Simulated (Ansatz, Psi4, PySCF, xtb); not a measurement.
Dimer: HCl (SMILES Cl) (first 2 atoms) with Si2H6 (SMILES [SiH3][SiH3]); geometry from B3LYP-D3(BJ)/def2-TZVP.
(charge 0, multiplicity 1):
```
atom    x (Å)    y (Å)   z (Å)
----  -------  -------  ------
Cl    -0.0802   0.5708  0.2085
H     -0.2967   1.2633  1.2703
Si     0.4296  -1.2015  3.6615
Si    -0.2215   0.9545  4.3178
H      1.6794  -1.1412  2.8701
H     -0.6381  -1.8372  2.8568
H      0.6668  -2.0147  4.8793
H     -1.4719   0.9123  5.1128
H     -0.4780   1.8195  3.1330
H      0.8396   1.6080  5.1204
```

Monomers are frozen at their geometry in the pair; levels with a basis set take the counterpoise correction.

Cores are frozen in the correlated methods. Rows in 6-31G* carry no dispersion term and start afresh at each structure (6-31G* with six Cartesian d functions).

The values were computed with Ansatz (a program for electronic structure); Psi4 for SAPT; PySCF for 6-31G* rows, the dispersion terms; xtb for the GFN methods. Each number belongs to the level named beside it.

Q: One of these levels gives -8.5 kJ/mol for the interaction energy. Name it.
(A) revPBE-D4/def2-TZVPPD
(B) GFN1-xTB
(C) B3LYP/6-31G*
(D) SAPT0/jun-cc-pV(D+d)Z

A: B, GFN1-xTB. The others give -6.4 (revPBE-D4/def2-TZVPPD), 2.2 (B3LYP/6-31G*), -1.3 (SAPT0/jun-cc-pV(D+d)Z)
